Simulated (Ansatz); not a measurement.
Geometry optimisation, RKS B3LYP-D4/def2-SVP (Ansatz).

Input file:

```yaml
crystal:
  periodic: [false, false, false]
  atoms:
    - { symbol: Ta, position_ang: [0.0, 0.0, 0.0] }
    - { symbol: Cl, position_ang: [2.82, 0.0, 0.0] }
    - { symbol: Cl, position_ang: [0.0, 0.0, 2.47] }
    - { symbol: O, position_ang: [0.0, 0.0, -2.02] }
    - { symbol: H, position_ang: [-0.6343, -0.71, -2.3571] }
    - { symbol: Cl, position_ang: [-1.235, 2.139, 0.0] }
    - { symbol: Cl, position_ang: [-1.235, -2.139, 0.0] }
    - { symbol: F, position_ang: [0.7032, -1.7912, 1.127] }
    - { symbol: H, position_ang: [1.9024, -1.3122, 0.8256] }
basis:
  gaussian: { orbitals: def2-SVP }
hamiltonian:
  xc: b3lyp
  dispersion: d4
relax:
  f_tol: 0.15
  max_steps: 25
  restrain:
    - { distance: [0, 7], at: 3.13, k: 30.0 }
    - { distance: [8, 1], at: 2.57, k: 30.0 }
    - { distance: [0, 1], at: 2.47, k: 30.0 }
    - { distance: [8, 7], at: 0.92, k: 30.0 }
output:
  orbitals: {}
```

Command:

```bash
$ ansatz run input.yaml --threads 4 --pin off --max-ram 5120MiB --backend cpu --events-out ev --progress --plain --runs-dir out
```

**Question.** Where does it end, and by what steps?

**Answer.** It converged. The restraints hold the end off the free minimum. After 17 steps the energy has fallen by 4.242 eV (the restraints' own energy left out); Cl7 moved furthest, 1.23 Å. Parted: Ta1–F8 (2.23 → 3.12 Å). Joined: F8–H9 (1.33 → 0.93 Å).

```
step  energy less start (eV)  largest force component (eV/Å)  accepted
   0                  0.0000                           6.210       yes
   1                 -1.0622                           5.662       yes
   2                 -1.9147                           2.737       yes
   3                 -2.8061                           2.423       yes
   4                 -3.6543                           1.374       yes
   5                 -3.8348                           1.297       yes
   6                 -3.9476                           1.488       yes
   7                 -4.0853                           1.049       yes
   8                 -4.1454                           1.064       yes
   9                 -4.1653                           0.995       yes
  10                 -4.1500                           1.564        no
  11                 -4.1910                           1.046       yes
  12                 -4.2050                           0.932       yes
  13                 -4.2188                           0.911       yes
  14                 -4.2184                           0.762        no
  15                 -4.2331                           0.846       yes
  16                 -4.2377                           0.875       yes
  17                 -4.2420                           0.776       yes
```

```xyz
9
Properties=species:S:1:pos:R:3
Ta -0.247 0.216 0.104
Cl 2.171 0.597 0.141
Cl -0.094 0.221 2.441
O 0.002 -0.413 -1.639
H 0.268 -1.074 -2.287
Cl -1.198 2.245 -0.276
Cl -2.032 -1.266 0.337
F 1.349 -2.430 0.536
H 2.102 -1.910 0.689
```

Run time: 120 s on 4 threads of Intel(R) Xeon(R) Platinum 8259CL CPU @ 2.50GHz (Skylake/Cascade Lake), on a shared host, peak memory 0.51 GiB.
